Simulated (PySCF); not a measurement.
# Correlation energy of Nd²⁺ (neodymium, charge +2)

[Xe] 4f3 5d1, one real determinant (an excited configuration). Computed with PySCF 2.14 in ANO-RCC-VTZP (8s7p5d3f2g1h, 104 functions), with the spin-free X2C one-electron Hamiltonian (Gaussian nucleus). Frozen: [Kr] 4d10; 12 electrons correlated.

MP2 pair energies summed by pair of shells (mhartree):

```tsv
pair	energy	share (%)
5p-5p	-115.37	39.2
4f-5p	-67.44	22.9
5s-5p	-36.00	12.2
5p-5d	-29.17	9.9
4f-5s	-14.94	5.1
4f-4f	-14.35	4.9
4f-5d	-6.38	2.2
5s-5s	-6.11	2.1
5s-5d	-4.34	1.5
```

Total MP2 correlation energy: -294.09 mhartree.

Same-spin part -97.32 and opposite-spin part -196.77 mhartree; SCS-MP2 scales them by 1/3 and 6/5 to -268.56 mhartree.

The reference is one real determinant that mixes LS terms of this configuration.
